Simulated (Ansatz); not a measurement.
Frontier orbitals of CH₄F₂GeS, SMILES `C[S][GeH]([F])[F]`.

Charge 0, multiplicity 1. Correlated methods include outer-core shells of Ge, which these sets cover unevenly. Scalar relativity is left out up to krypton. All single points use the PBE0-D4/def2-TZVP geometry. It is one conformer, not always the lowest. Basis def2-TZVPP, Ansatz.

```json
{"functional": "PBE", "HOMO (eV)": "-6.38", "LUMO (eV)": "-1.48", "gap (eV)": "4.90"}
{"functional": "BLYP", "HOMO (eV)": "-6.23", "LUMO (eV)": "-1.41", "gap (eV)": "4.82"}
{"functional": "B97M-V", "HOMO (eV)": "-6.76", "LUMO (eV)": "-1.27", "gap (eV)": "5.49"}
{"functional": "PBE0", "HOMO (eV)": "-7.65", "LUMO (eV)": "-0.56", "gap (eV)": "7.09"}
{"functional": "B3LYP", "HOMO (eV)": "-7.41", "LUMO (eV)": "-0.84", "gap (eV)": "6.57"}
{"functional": "r2SCANh", "HOMO (eV)": "-7.13", "LUMO (eV)": "-0.88", "gap (eV)": "6.25"}
{"functional": "HSE06 (plane-wave form)", "HOMO (eV)": "-7.25", "LUMO (eV)": "-0.94", "gap (eV)": "6.31"}
{"functional": "CAM-B3LYP", "HOMO (eV)": "-8.99", "LUMO (eV)": "0.45", "gap (eV)": "9.44"}
{"functional": "ωB97M-V", "HOMO (eV)": "-9.86", "LUMO (eV)": "1.34", "gap (eV)": "11.20"}
{"functional": "HF", "HOMO (eV)": "-10.55", "LUMO (eV)": "2.75", "gap (eV)": "13.30"}
```

From PBE to PBE0 the HOMO moves by −1.27 eV and the LUMO by +0.92 eV, and with ωB97M-V by −3.48 and +2.82 eV, so the gap grows from 4.90 to 11.20 eV with exact exchange. A positive LUMO is unbound and depends on the basis.

B3LYP here is the variant with VWN-RPA as its local correlation; programs differ in this.
